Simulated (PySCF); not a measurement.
C5H5Cl, SMILES C1=CCC(=C1)Cl. Atoms are numbered in the order given.

```xyz
11

Cl    -0.0017    -2.0148     0.0000
C     -0.0665    -0.2897     0.0000
C     -1.1802     0.4978     0.0000
C     -0.7428     1.8976     0.0000
C      0.6192     1.9611     0.0000
C      1.1734     0.5625     0.0000
H     -2.2197     0.1465     0.0000
H     -1.4303     2.7553     0.0000
H      1.2384     2.8675     0.0000
H      1.8112     0.3527     0.8881
H      1.8112     0.3527    -0.8881
```
Charge 0, spin multiplicity 1.

Geometry optimised at PBE-D3(BJ)/def2-SVP. The values are those of a single conformer.

All values below come from PBE-D3(BJ)/def2-SVP (PySCF).

Frequencies are harmonic and unscaled.

### Question
List the normal modes with their intensities. (The exact figures need the calculation; the answer reports its results.)

### Answer

```
mode  ν (cm⁻¹)  IR (km/mol)  moving atoms (share of kinetic energy)
----  --------  -----------  --------------------------------------
1          210          0.2                 C 67 %, H 20 %, Cl 13 %
2          288          0.9                 C 61 %, Cl 24 %, H 15 %
3          348         15.5                          H 58 %, C 42 %
4          460         10.4                         Cl 58 %, C 37 %
5          498          0.7                          C 62 %, H 38 %
6          658         35.9                          H 80 %, C 20 %
7          786          7.6                          C 89 %, H 10 %
8          839          1.7                          H 53 %, C 46 %
9          843         14.5                          C 81 %, H 16 %
10         865         18.7                          H 57 %, C 43 %
11         924          0.3                          H 76 %, C 24 %
12         943         14.6                          H 61 %, C 39 %
13         983          1.3                          H 66 %, C 34 %
14        1062          0.0                          H 89 %, C 11 %
15        1068          2.8                          H 75 %, C 24 %
16        1084         10.4                          C 72 %, H 26 %
17        1188          3.8                          H 67 %, C 32 %
18        1262         26.0                          C 73 %, H 27 %
19        1318         29.0                          H 86 %, C 14 %
20        1341          4.9                          C 58 %, H 42 %
21        1520         39.8                                  C 95 %
22        1603         19.8                           C 91 %, H 9 %
23        2975          1.0                                  H 94 %
24        3016          0.4                           H 91 %, C 9 %
25        3142          6.4                           H 92 %, C 8 %
26        3167          5.0                           H 91 %, C 9 %
27        3173          1.0                           H 91 %, C 9 %
```
